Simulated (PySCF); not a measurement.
PySCF input for C₃H₆OSi, SMILES O=C1CC[SiH2]1, PBE-D3(BJ)/def2-SVP. Geometry: PBE-D3(BJ)/def2-SVP. This is a generated structure with no PubChem entry under its InChIKey; it may be hypothetical.

```python
import numpy as np
from pyscf import gto, scf, dft, df
from pyscf.hessian import thermo

mol = gto.M(
    atom='''
    O     2.02164234   -0.06396639    0.70364179
    C     0.85457899   -0.04740347    0.39810957
    C    -0.30678428   -0.93099418    0.92009979
    C    -1.39259747   -0.65120482   -0.15997475
    Si   -0.40090014    0.83385247   -0.86748661
    H    -0.00538387   -1.99181303    1.06102961
    H    -0.60061297   -0.54665542    1.92295755
    H    -2.40520874   -0.44872811    0.23644308
    H    -1.47023951   -1.47676091   -0.89544614
    H    -0.88436923    2.18703040   -0.41015999
    H    -0.12590600    0.89233828   -2.34855341
    ''',
    basis='def2-SVP',
    charge=0,
    spin=0,
    max_memory=1600,
    verbose=3,
)
mf = dft.RKS(mol, xc='pbe').density_fit(auxbasis='def2-universal-jkfit')
mf.disp = 'd3bj'
mf.grids.level = 3
mf.conv_tol = 1e-11
mf.max_cycle = 100
mf.kernel()

# analytic Hessian; the response equations are solved on a coarser grid
h, args, fine = mf.Hessian(), (mf.mo_energy, mf.mo_coeff, mf.mo_occ), mf.grids
h.max_memory = max(150, 2.5e-5 * df.make_auxmol(mol, mf.with_df.auxbasis).nao * mol.nelec[0] * (mol.nelec[0] + mol.nao))  # MB; small integral blocks
h1ao = h.make_h1(mf.mo_coeff, mf.mo_occ)
mf.grids = dft.Grids(mol).set(level=1).build(with_non0tab=True)
mo1, mo_e1 = h.solve_mo1(*args, h1ao)
mf.grids = fine
hess = h.hess_elec(*args, mo1, mo_e1, h1ao) + h.hess_nuc()
if mf.do_disp():
    hess += h.get_dispersion()
for i in range(mol.natm):  # the analytic DFT Hessian lacks the response of the grid: restore translational invariance
    hess[i, i] -= hess[i].sum(axis=0)
hess = (hess + hess.transpose(1, 0, 3, 2)) / 2
vib = thermo.harmonic_analysis(mol, hess, imaginary_freq=False)
thermo.dump_normal_mode(mol, vib)
th = thermo.thermo(mf, vib['freq_au'][vib['freq_au'] > 0], 298.15, 101325)
thermo.dump_thermo(mol, th)
g0 = mf.nuc_grad_method().set(verbose=0).kernel()

# dipole derivatives [dipole axis, atom, xyz] from the same response
r, irp = mol.intor('int1e_r'), mol.intor('int1e_irp').reshape(3, 3, mol.nao, mol.nao)
sl, dm0, ok = mol.aoslice_by_atom(), np.array(mf.make_rdm1()), []
dmu = np.einsum('a,xt->xat', mol.atom_charges(), np.eye(3))
for a, (_, _, p0, p1) in enumerate(sl):
    dmu[:, a] += 2 * np.einsum('xtij,ij->xt', irp[:, :, :, p0:p1], dm0.reshape(-1, mol.nao, mol.nao).sum(0)[:, p0:p1])
    for u, c, occ, f in [(mo1, mf.mo_coeff, mf.mo_occ, 4)]:
        dmu[:, a] -= f * np.einsum('tui,xuv,vi->xt', u[a], r, c[:, occ > 0], optimize=True)
L = vib['norm_mode']
ir = 974.8801 * (np.einsum('xat,kat->kx', dmu, L) ** 2).sum(1)       # km/mol
apt = np.einsum('xax->a', dmu) / 3
print('mode   freq/cm-1   IR/(km/mol)')
for k, w in enumerate(vib['freq_wavenumber']):
    print(f'{k + 1:4d} {w:11.2f} {ir[k]:13.3f}')
print('max |gradient| / (hartree/bohr):', abs(g0).max())
print('APT charges:', apt.round(4))
```

Program output:

```
converged SCF energy = -481.996888312935

WARN: DFTD3 does not support analytical Hessian, using finite difference


WARN: Mole.unit (angstrom) is changed to Bohr

Mode                                 0                   1                   2
Irrep
Freq [cm^-1]                       69.6333            262.8424            334.3361
Reduced mass [au]                   1.8841              1.5875              5.1760
Force const [Dyne/A]                0.0054              0.0646              0.3409
Char temp [K]                     100.1868            378.1716            481.0352
Normal mode                   x     y     z       x     y     z       x     y     z
       0   O                -0.01  0.07  0.06   -0.01 -0.04 -0.08   -0.03  0.11 -0.10
       1   C                 0.01 -0.01 -0.01   -0.05  0.07  0.10   -0.05 -0.02 -0.02
       2   C                 0.04 -0.09 -0.07    0.00 -0.04  0.02   -0.07 -0.03  0.02
       3   C                -0.06  0.07  0.07    0.02 -0.01 -0.00   -0.04 -0.00 -0.02
       4  Si                 0.01 -0.02 -0.02    0.01  0.02  0.02    0.08 -0.04  0.06
       5   H                 0.06 -0.12 -0.30    0.07 -0.03 -0.06   -0.10 -0.03  0.03
       6   H                 0.13 -0.30  0.04   -0.07 -0.13  0.03   -0.08 -0.01  0.01
       7   H                 0.02  0.22  0.22    0.01 -0.04 -0.02   -0.04  0.06 -0.05
       8   H                -0.30  0.10  0.07    0.05  0.01 -0.03   -0.06 -0.01 -0.01
       9   H                 0.09  0.06 -0.17   -0.19  0.12 -0.47    0.17 -0.06  0.18
      10   H                 0.02 -0.18 -0.03    0.38 -0.37  0.07    0.18  0.09  0.08
Mode                                 3                   4                   5
Irrep
Freq [cm^-1]                      410.3504            488.8697            542.8904
Reduced mass [au]                   1.4021              2.0724              1.8312
Force const [Dyne/A]                0.1391              0.2918              0.3180
[...]
       6   H                 0.16  0.09 -0.04   -0.18  0.10 -0.13   -0.01  0.14 -0.10
       7   H                -0.01 -0.13  0.10    0.01 -0.05  0.22    0.15  0.20  0.08
       8   H                 0.02 -0.06  0.04   -0.30 -0.13  0.02   -0.14  0.03 -0.01
       9   H                 0.20  0.04  0.04    0.34  0.16 -0.03   -0.29 -0.09 -0.07
      10   H                 0.24 -0.03  0.07   -0.22 -0.02 -0.07   -0.60 -0.22 -0.10
Mode                                 9                  10                  11
Irrep
Freq [cm^-1]                      736.1387            831.9764            895.7527
Reduced mass [au]                   1.6766              1.8662              1.0762
Force const [Dyne/A]                0.5353              0.7611              0.5088
Char temp [K]                    1059.1398           1197.0287           1288.7887
Normal mode                   x     y     z       x     y     z       x     y     z
       0   O                 0.02  0.01  0.01   -0.00 -0.01 -0.02   -0.01 -0.00 -0.00
       1   C                 0.03 -0.02 -0.03   -0.03  0.04  0.10   -0.00  0.00 -0.01
       2   C                -0.05  0.05 -0.02    0.05 -0.05 -0.08   -0.00 -0.00  0.00
       3   C                -0.11 -0.05  0.05   -0.04  0.08  0.07    0.02 -0.00  0.00
       4  Si                 0.06  0.02  0.01    0.01 -0.03 -0.03   -0.00 -0.04  0.03
       5   H                 0.02  0.04 -0.21   -0.06 -0.04  0.20   -0.00 -0.00 -0.02
       6   H                 0.12 -0.12  0.10    0.04  0.22 -0.18    0.01  0.02 -0.00
       7   H                -0.20 -0.30 -0.04   -0.09 -0.34  0.15    0.02  0.08 -0.06
       8   H                 0.18 -0.10  0.08    0.18  0.26 -0.17    0.01  0.01 -0.01
       9   H                -0.47 -0.09 -0.18   -0.10 -0.11  0.10    0.12  0.25 -0.64
      10   H                -0.20  0.03 -0.05    0.04  0.25 -0.01   -0.14  0.64  0.01
Mode                                12                  13                  14
Irrep
Freq [cm^-1]                      936.1536            946.0442            984.0328
Reduced mass [au]                   3.9651              2.2360              1.1760
Force const [Dyne/A]                2.0474              1.1791              0.6709
Char temp [K]                    1346.9165           1361.1470           1415.8041
Normal mode                   x     y     z       x     y     z       x     y     z
       0   O                -0.00  0.02 -0.02   -0.00  0.02 -0.02    0.00  0.01  0.00
       1   C                -0.04 -0.12  0.10   -0.03 -0.08  0.09    0.01 -0.08 -0.04
       2   C                 0.12  0.05  0.04   -0.03  0.10 -0.12   -0.02  0.06  0.02
       3   C                -0.09  0.03 -0.11    0.08 -0.00  0.03    0.03  0.01 -0.00
       4  Si                -0.01  0.00 -0.00   -0.01 -0.00  0.00   -0.00 -0.00  0.00
       5   H                 0.29  0.10  0.02   -0.26  0.02 -0.25    0.33  0.15 -0.00
       6   H                 0.23  0.01  0.09    0.01 -0.01 -0.06   -0.52 -0.17 -0.04
       7   H                -0.09 -0.01 -0.07    0.14 -0.13  0.23    0.14 -0.22  0.39
       8   H                -0.06 -0.07 -0.00    0.08 -0.24  0.30   -0.15  0.25 -0.26
       9   H                 0.06  0.03 -0.02    0.12  0.04  0.01   -0.12 -0.03 -0.04
      10   H                 0.00  0.02  0.00    0.04 -0.01  0.01    0.10  0.05  0.02
Mode                                15                  16                  17
Irrep
Freq [cm^-1]                     1081.9274           1166.5274           1182.1348
Reduced mass [au]                   1.6384              1.2568              1.4237
Force const [Dyne/A]                1.1299              1.0077              1.1722
Char temp [K]                    1556.6526           1678.3731           1700.8288
Normal mode                   x     y     z       x     y     z       x     y     z
       0   O                 0.01  0.01 -0.01    0.02  0.00  0.00    0.02  0.00 -0.00
       1   C                -0.01 -0.06  0.05    0.01 -0.01 -0.01    0.01  0.02  0.01
       2   C                -0.03  0.05 -0.07   -0.06 -0.07 -0.05   -0.15 -0.03  0.01
       3   C                 0.01 -0.09  0.11    0.00  0.08  0.02    0.05  0.00 -0.04
       4  Si                -0.01  0.00 -0.01   -0.01 -0.00  0.00   -0.00 -0.01 -0.00
       5   H                 0.23  0.13 -0.03    0.56  0.13  0.18    0.32  0.10 -0.05
       6   H                 0.05  0.04 -0.05   -0.22  0.07 -0.15    0.60  0.20  0.14
       7   H                -0.07  0.42 -0.37   -0.09 -0.00 -0.18    0.13 -0.15  0.25
       8   H                 0.09  0.28 -0.30    0.18 -0.29  0.42   -0.13  0.09 -0.12
       9   H                 0.01  0.00  0.05    0.03  0.02 -0.01    0.02 -0.00  0.01
      10   H                 0.05 -0.03 -0.00    0.03 -0.01  0.01    0.04  0.01  0.01
Mode                                18                  19                  20
Irrep
Freq [cm^-1]                     1342.6233           1378.5292           1813.4463
Reduced mass [au]                   1.0778              1.1022             12.5716
Force const [Dyne/A]                1.1447              1.2341             24.3585
Char temp [K]                    1931.7360           1983.3966           2609.1455
Normal mode                   x     y     z       x     y     z       x     y     z
       0   O                 0.00 -0.00  0.00    0.00  0.00 -0.00    0.15 -0.00  0.04
       1   C                -0.00  0.01 -0.01   -0.00 -0.00  0.00   -0.22  0.00 -0.06
       2   C                -0.02  0.03 -0.07    0.00  0.02 -0.02    0.01 -0.00  0.00
       3   C                -0.01  0.00 -0.01    0.07  0.02  0.03    0.01  0.00  0.00
       4  Si                -0.00 -0.00  0.00    0.00 -0.00  0.00    0.00  0.00 -0.00
       5   H                -0.08  0.08  0.66   -0.04  0.03  0.13   -0.03 -0.01 -0.01
       6   H                 0.18 -0.58  0.25    0.04 -0.13  0.05    0.00  0.01  0.00
       7   H                 0.07  0.08  0.12   -0.23 -0.42 -0.45    0.01  0.01  0.00
       8   H                 0.15 -0.01 -0.01   -0.65  0.04  0.06    0.00  0.01 -0.00
       9   H                 0.01  0.00 -0.01   -0.00 -0.00 -0.00   -0.00 -0.02 -0.02
      10   H                 0.00  0.01  0.01   -0.00  0.00  0.00   -0.04  0.01  0.03
Mode                                21                  22                  23
Irrep
Freq [cm^-1]                     2134.4741           2153.5120           2964.9686
Reduced mass [au]                   1.0329              1.0532              1.0607
Force const [Dyne/A]                2.7725              2.8778              5.4938
Char temp [K]                    3071.0330           3098.4244           4265.9297
Normal mode                   x     y     z       x     y     z       x     y     z
       0   O                 0.01 -0.00  0.00   -0.00 -0.00 -0.00   -0.00 -0.00 -0.00
       1   C                -0.01  0.00 -0.00    0.00 -0.00  0.00   -0.00  0.00 -0.00
       2   C                 0.00 -0.00  0.00   -0.00  0.00 -0.00    0.00  0.02 -0.06
       3   C                 0.00  0.00 -0.00   -0.00 -0.00  0.00   -0.00 -0.00  0.00
       4  Si                 0.00 -0.02  0.02    0.01 -0.02 -0.03    0.00 -0.00  0.00
       5   H                -0.00  0.00  0.01    0.00  0.00 -0.00    0.16 -0.56  0.05
       6   H                 0.00 -0.00 -0.00    0.00 -0.00  0.00   -0.21  0.28  0.69
       7   H                 0.00 -0.00  0.00    0.00  0.00 -0.00    0.04 -0.01 -0.02
       8   H                -0.00 -0.00  0.00    0.00 -0.00 -0.00    0.00  0.01  0.01
       9   H                -0.23  0.64  0.23   -0.21  0.60  0.20    0.00  0.00  0.00
      10   H                 0.13  0.01 -0.66   -0.13 -0.03  0.70    0.00  0.00 -0.00
Mode                                24                  25                  26
Irrep
Freq [cm^-1]                     3017.9771           3026.8259           3085.4900
Reduced mass [au]                   1.0703              1.0961              1.1049
Force const [Dyne/A]                5.7436              5.9169              6.1977
Char temp [K]                    4342.1971           4354.9285           4439.3332
Normal mode                   x     y     z       x     y     z       x     y     z
       0   O                -0.00  0.00 -0.00    0.00 -0.00  0.00    0.00 -0.00  0.00
       1   C                -0.00 -0.00 -0.00   -0.00  0.00  0.00    0.00  0.00  0.00
       2   C                 0.01 -0.03 -0.02   -0.03  0.07  0.03   -0.00  0.01  0.01
       3   C                 0.04  0.04  0.03    0.02  0.01  0.01   -0.06  0.04  0.05
       4  Si                -0.00 -0.00  0.00   -0.00 -0.00  0.00   -0.00  0.00  0.00
       5   H                -0.08  0.30 -0.04    0.18 -0.66  0.08    0.01 -0.05  0.01
       6   H                -0.07  0.09  0.24    0.14 -0.16 -0.45    0.02 -0.02 -0.06
       7   H                -0.40  0.10  0.17   -0.27  0.06  0.11    0.72 -0.14 -0.29
       8   H                -0.04 -0.56 -0.50   -0.02 -0.23 -0.21   -0.04 -0.39 -0.34
       9   H                 0.00 -0.00  0.00   -0.00  0.00 -0.00    0.00 -0.00 -0.00
      10   H                 0.00  0.00 -0.00    0.00 -0.00 -0.00    0.00 -0.00 -0.00
temperature 298.1500 [K]
pressure 101325.00 [Pa]
Rotational constants [GHz] 6.21649 3.66080 2.46335
Symmetry number 1
Zero-point energy (ZPE) 0.07683 [Eh]   201719.477 [J/mol]
                           tot       elec      trans        rot        vib
Entropy [J/mol/K]       321.904      0.000    164.323    109.423     48.157
Cv [J/mol/K]             92.677      0.000     12.472     12.472     67.734
Cp [J/mol/K]            100.992      0.000     20.786     12.472     67.734
Internal energy [J/mol]                      3718.434   3718.434 210182.976
Internal energy [Eh]   -481.91400  -481.99689
Enthalpy [J/mol]                             6197.391   3718.434 210182.976
Enthalpy [Eh]          -481.91306
Gibbs free energy [J/mol]                  -42795.501 -28906.171 195824.912
Gibbs free energy [Eh] -481.94961
mode   freq/cm-1   IR/(km/mol)
   1       69.63         1.011
   2      262.84         6.974
   3      334.34         0.355
   4      410.35         3.105
   5      488.87         6.462
   6      542.89         2.568
   7      565.36        12.412
   8      685.29         4.431
   9      686.75        51.857
  10      736.14        59.130
  11      831.98        20.381
  12      895.75        76.611
  13      936.15        46.078
  14      946.04        39.348
  15      984.03         3.037
  16     1081.93         2.190
  17     1166.53         1.233
  18     1182.13         3.502
  19     1342.62         8.338
  20     1378.53         8.921
  21     1813.45       248.137
  22     2134.47        91.331
  23     2153.51       106.466
  24     2964.97         7.994
  25     3017.98         4.670
  26     3026.83         5.535
  27     3085.49         2.677
max |gradient| / (hartree/bohr): 6.202041929834158e-05
APT charges: [-0.6384  0.654  -0.1287 -0.223   0.7774 -0.0011  0.016   0.0118  0.0047
 -0.2294 -0.2431]
```

Self-consistency was reached.
